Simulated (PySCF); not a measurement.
# Correlation energy of Ag (silver, neutral)

[Kr] 4d9 5s2, 2D determinant (an excited configuration). Computed with PySCF 2.14 in x2c-TZVPPall with one added diffuse shell each of s, p, d, f type (9s7p7d3f1g, 95 functions), with scalar relativity by spin-free X2C-1e. Frozen: [Kr]; 11 electrons correlated.

```json
{"level": "CCSD", "correlation energy (mhartree)": "-354.82"}
{"level": "(T)", "correlation energy (mhartree)": "-13.81"}
{"level": "CCSD(T)", "correlation energy (mhartree)": "-368.63"}
```

Diagnostics: T1 = 0.020, D1 = 0.0692, largest double amplitude 0.059.

**Question.** Is a single reference adequate?

**Answer.** Yes, within this model without spin-orbit coupling: T1 lies below 0.03 and no double amplitude reaches 0.07.
